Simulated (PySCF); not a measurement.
## Working out the electron affinity of As

As⁻ [Ar] 3d10 4s2 4p4 (3P) → As [Ar] 3d10 4s2 4p3 (4S). Calculation: PySCF 2.14, in x2c-TZVPPall with one added diffuse shell each of s, p, d type (7s6p5d1f, 57 functions); scalar relativity by spin-free X2C-1e. Frozen: [Ar] 3d10. Energies in hartree (1 hartree = 27.21139 eV):

| part | As⁻ (lower) | As (upper) |
| --- | --- | --- |
| UHF | -2258.999805 | -2259.010521 |
| CCSD correlation | -0.113216 | -0.084202 |
| (T) | -0.004611 | -0.002747 |

Q: What does Hartree-Fock give?

A: (-2259.010521) − (-2258.999805) = -0.010716 hartree = -0.292 eV.

Q: What do CCSD and CCSD(T) give?

A: The CCSD correlation energies differ by 0.029014 hartree = 0.790 eV and the triples by 0.001864 hartree = 0.051 eV, so CCSD gives 0.498 eV and CCSD(T) 0.549 eV.

A first-order spin-orbit estimate adds 0.067 eV to CCSD(T) (valence), giving 0.616 eV against 0.804 eV (measured; photodetachment measurements, as compiled on the Wikipedia data page of electron affinities).

What remains against the reference includes basis incompleteness, the frozen core and higher excitations.
